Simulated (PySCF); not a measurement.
Species: C8H16P (charge +1).
Atom-mapped SMILES: `[CH3:1][C:2]([CH3:3])([CH3:4])[PH+:5]1[CH2:6][CH:7]=[CH:8][CH2:9]1`

Definitions: NICS(0) = −σiso at the ring centroid; NICS(1) = −σiso and NICS(1)zz = −σzz at ±1 Å along the ring normal z. Level: GIAO PBE0/pcSseg-1 (PySCF, non-relativistic, gas phase) on the GFN2-xTB geometry, one conformer.

Ring bond lengths (Å), with Mayer bond orders in brackets: P5–C6 1.825 (0.99), C6–C7 1.509 (1.03), C7–C8 1.320 (1.91), C8–C9 1.509 (1.03), C9–P5 1.825 (0.99).

What do the NICS probes read (ppm)?

```csv
ring,type,NICS(0),"NICS(1), two faces","NICS(1)zz, two faces",rms pucker (Å),"centre to ring atoms, mean (Å)"
P5–C6–C7–C8–C9,"5-membered ring with P; formal bonds 1 double, 4 single",-3.7,-3.6 / -4.2,-3.8 / -3.4,0.02,1.35
```

What do they say, and how far can they be read as aromaticity?

- P5–C6–C7–C8–C9: mean NICS(1)zz -3.6 ppm, shielded. P5, C6, C9 have four or more neighbours, so the value isn't read as a sign of a π ring current.
